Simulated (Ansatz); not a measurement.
Total energies of Al2Sb2 (the lowest singlet isomer of a short search) from Ansatz at PBE0-D4/def2-TZVP, gas phase (1 Eh = 27.2114 eV = 2625.5 kJ/mol). The reference geometry is relaxed at r2SCAN-D4/def2-SVP.

```xyz
4

Al   -0.3544    2.1993   -1.1974
Al    0.3539   -2.1995    1.1972
Sb   -0.7360   -0.6228   -0.9265
Sb    0.7365    0.6230    0.9267
```

```json
{"state": "charge 0 singlet", "geometry": "reference", "energy (Eh)": "-965.22471"}
{"state": "charge 1 doublet", "geometry": "reference", "energy (Eh)": "-964.97665"}
{"state": "charge 1 doublet", "geometry": "relaxed at r2SCAN-D4/def2-SVP", "energy (Eh)": "-964.98150"}
{"state": "charge 0 triplet", "geometry": "relaxed at r2SCAN-D4/def2-SVP", "energy (Eh)": "-965.22012"}
{"state": "charge 0 quintet", "geometry": "relaxed at r2SCAN-D4/def2-SVP", "energy (Eh)": "-965.17880"}
{"state": "free Al atom (doublet)", "geometry": "–", "energy (Eh)": "-242.24894"}
{"state": "free Sb atom (quartet)", "geometry": "–", "energy (Eh)": "-240.22283"}
```

In the def2 sets Sb takes a core potential; there is no spin–orbit coupling.

Problem. Work out the vertical ionisation energy to the doublet.

Solution. E(charge 1 doublet) − E(charge 0 singlet) = -964.97665 − (-965.22471) = 0.24806 Eh = 6.75 eV. For comparison, −ε of the highest occupied level is 5.26 eV at this level, 1.49 eV less.

Problem. How much does the charge 1 doublet relax, and what is the adiabatic ionisation energy?

Solution. Relaxation: -964.97665 − (-964.98150) = 0.00485 Eh = 0.13 eV. Adiabatic ionisation energy: 0.24321 Eh = 6.62 eV, without zero-point energy. 

Problem. Which of the charge 0 states is lowest, and how far above it are the others?

Solution. The singlet. triplet: -965.22012 − (-965.22471) = 0.00459 Eh = 12.1 kJ/mol; quintet: -965.17880 − (-965.22471) = 0.04591 Eh = 120.5 kJ/mol. The quintet differs in its bonds from the reference.

Problem. What is the binding energy per atom against free atoms?

Solution. Atoms: 2 × (-242.24894) + 2 × (-240.22283) = -964.94354 Eh. Binding: -964.94354 − (-965.22471) = 0.28117 Eh = 7.65 eV, or 1.91 eV for each of 4 atoms (no zero-point energy, no counterpoise term).

The structure comes from a short search, and lower isomers may exist.
